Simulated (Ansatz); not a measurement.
Cartesian coordinates in Å:
```
O -1.696 0.591 0.739
Mo -0.467 -0.455 -0.180
O 0.756 1.025 0.470
O 0.084 0.079 -1.888
O 0.672 -1.583 0.789
S -1.762 -1.977 -0.841
H -1.220 1.352 1.107
H 1.698 1.146 0.340
H 0.629 0.873 -1.818
H 1.309 -1.052 1.282
```

Charge 0, multiplicity 1. Mo takes the def2 core potential.

Task: List the r2SCAN/def2-TZVPP orbital energies in eV (Ansatz 0.2.0). (An estimate is asked.)

Result: Computed: Occupied: -2409.22, -516.73, -516.70, -516.70, -515.42, -213.68, -157.70, -157.69, -157.59, -71.68, -44.81, -44.77, -44.55, -26.65, -26.30, -26.30, -25.29, -17.65, -13.66, -13.32, -13.19, -12.21, -10.69, -10.68, -9.74, -9.47, -9.34, -8.57, -8.54, -7.51, -7.44, -7.40, -7.22. Lowest empty: -4.04, -3.96, -2.01, -1.98, -0.86, -0.05, 1.03, 1.19.
